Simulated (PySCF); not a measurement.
**Computed properties of H3InO2Se, SMILES [OH][In]([OH])[SeH]**

In(OH)2(SeH) (H3InO2Se), SMILES [OH][In]([OH])[SeH]. The structure is a stationary point at r2SCAN-D4/def2-SVP. The structure was generated by enumeration; whether it is a known compound was not checked. The def2 effective core potentials stand for the cores of In; spin–orbit coupling is left out. The values are those of a single conformer. All values are computed for the isolated molecule unless a solvent is named; none is compared with measurement here.

**Structure.** The optimised structure has Cs symmetry. All 15 harmonic modes at r2SCAN-D4/def2-SVP (PySCF) are real, so it is a minimum. With heavy atoms numbered as in [In:1]([OH:2])([OH:4])[SeH:6], the shortest bond between them is In1–O2 at 2.003 Å and the longest In1–Se6 at 2.494 Å.

**Vibrations.** The strongest infrared lines (harmonic, unscaled, degenerate partners summed) lie at 238 cm⁻¹ (203 km/mol, H 91 %, O 9 %), 756 cm⁻¹ (130 km/mol, H 94 %), 603 cm⁻¹ (89 km/mol, O 75 %, In 14 %, H 11 %). The softest mode is at 72 cm⁻¹ and the zero-point energy is 20.8 kcal/mol.

**Electronic structure.** r2SCAN/def2-TZVP (PySCF) places the frontier levels at -6.51 and -2.64 eV, a gap of 3.87 eV, and gives a dipole moment of 1.81 D and a mean polarisability of 70.7 bohr³. PBE/def2-TZVP (PySCF) at the same geometry gives -6.22 and -2.86 eV, so its gap is 0.51 eV narrower. An orbital gap is neither the optical nor the fundamental gap.

**Excitations.** TDA-M06-2X/def2-SVPD (PySCF) has S1 at 4.38 eV (283 nm, f = 0.017, weak); the most intense of the 10 singlets computed lies at 6.81 eV (f = 0.57). T1 (TDA) is at 4.09 eV, 0.29 eV under S1. TDA-PBE/def2-SVPD (PySCF) puts S1 at 3.44 eV. No vertical singlet excitation falls in the visible range (under 3.1 eV).
